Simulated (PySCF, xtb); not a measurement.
FH₃MgOSi, SMILES [F][Mg][O][SiH3]. Other conformers were not sampled.

Harmonic wavenumbers (cm⁻¹) from GFN2-xTB run with xtb at its own minimum, in rising order: 60, 62, 132, 193, 431, 539, 562, 614, 724, 776, 805, 945, 2121, 2128, 2144.

Problem. What does PBE0-D3(BJ)/def2-SVP (PySCF 2.14.0) give at its own minimum? (The exact figures need the calculation; the answer reports its results.)

Solution. 64, 64, 179, 179, 414, 737, 737, 797, 956, 956, 1004, 1101, 2201, 2201, 2213. Paired by order, the mean absolute difference is 109 cm⁻¹ and the zero-point energies are 17.5 and 19.7 kcal/mol.
